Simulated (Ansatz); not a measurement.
`B[SiH]1BS1` + CH₄ → `C[SiH]1BS1` + BH₃ at 600 K and 1 bar (formal exchange of groups at the Si–B bond).

Calculated with Ansatz (gas phase, PBE0-D4/def2-TZVP geometries, no zero-point term in ΔE). CCSD(T)/CBS is the MP2 limit (def2-TZVPP, def2-QZVPP) plus CCSD(T) − MP2 in def2-TZVPP, frozen cores. This one scheme is used for every species.

```
     species  CCSD(T)/CBS energy (Eh)  H − E (kJ/mol)  S (J/(mol·K))
`B[SiH]1BS1`               -738.82401           165.9          396.9
         CH₄                -40.46206           140.4          215.7
`C[SiH]1BS1`               -752.73177           209.7          396.7
         BH₃                -26.55200            91.5          217.3
```

H − E and S are ideal-gas, rigid-rotor, harmonic terms from PBE0-D4/def2-TZVP, for one conformer and one mirror image of each species. 1 Eh = 2625.50 kJ/mol, R = 8.31446 J/(mol·K).

By hand: ΔE, ΔH, ΔS and ΔG.

ΔE = (-752.73177) + (-26.55200) − (-738.82401) − (-40.46206) = 0.00230 Eh = 6.0 kJ/mol. Δ(H − E) = 209.7 + 91.5 − 165.9 − 140.4 = -5.1, so ΔH = 0.9 kJ/mol. ΔS = 396.7 + 217.3 − 396.9 − 215.7 = 1.4 J/(mol·K). ΔG = 0.9 − 600 × (1.4)/1000 = 0.1 kJ/mol.

By hand: the equilibrium constant, and the temperature at which ΔG would vanish if ΔH and ΔS stayed fixed.

log₁₀ K = −ΔG/(RT ln 10) = 0.0. ΔG = 0 at ΔH/ΔS = 643 K, though so small a ΔH makes that figure unsure.

TΔS isn't small against ΔH here. The sign of ΔG lies within the doubt. A doubt of 5 kJ/mol in ΔE shifts log₁₀ K by 0.4 here. Other conformers and mirror images would add mixing entropy, several J/(mol·K) or more a flexible species. These are equilibria of isolated gas molecules and say nothing of rates. Largest T1 diagnostic: 0.020 (customary marks: 0.02 for closed shells, 0.045 for open ones).
